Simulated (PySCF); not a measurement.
Isomers of C6H5N3, mass 119.048 u with the commonest isotopes. The calculation used PBE0-D3(BJ)/def2-SVP geometry optimisation, gas phase in PySCF. One conformer each, none proved a minimum here; rigid rotors.

Task: Order these by radius of gyration √(Σ m r²/M), smallest first.
A. `N#CC1=CC(N)=NC=C1`
B. `c1ccc2[nH]nnc2c1`
C. `[CH2:1]=[C:2]=[CH:3][c:4]1[n:5][cH:6][n:7][cH:8][n:9]1` with C2–C3–C4–N5 0°
D. `CC#CC1=NC=NC=N1`

Result: B (1.891 Å), A (2.165 Å), C (2.198 Å), D (2.366 Å).

Task: Order these by dipole moment, smallest first.
A. `C1=CC=C2NN=NC2=C1`
B. `[CH2:1]=[C:2]=[CH:3][c:4]1[n:5][cH:6][n:7][cH:8][n:9]1` with C2–C3–C4–N5 0°
C. `c1(C#CC)ncncn1`

Result: B (1.57 D), C (2.04 D), A (4.01 D).

Task: Order these by rotational constant C, smallest first.
A. `CC#Cc1ncncn1`
B. `C1=CC=C2NN=NC2=C1`
C. `[CH2:1]=[C:2]=[CH:3][c:4]1[n:5][cH:6][n:7][cH:8][n:9]1` with C2–C3–C4–N5 0°
D. `N#Cc1ccnc(N)c1`

Result: A (760.5 MHz), C (881.5 MHz), D (905.9 MHz), B (1188 MHz).

```tsv
SMILES	point group	Ia (u·Å²)	Ib (u·Å²)	Ic (u·Å²)	κ	μa (D)	μb (D)	μc (D)
c1ccc2[nH]nnc2c1	Cs	125.29	300.27	425.56	-0.65	2.32	3.27	0.00
N#Cc1ccnc(N)c1	near Cs	138.57	419.40	557.86	-0.78	3.86	0.95	0.50
C=C=Cc1ncncn1	Cs	99.20	477.67	573.33	-0.92	1.56	0.17	0.00
CC#Cc1ncncn1	near Cs	81.07	586.68	664.57	-0.96	2.04	0.02	0.00
```
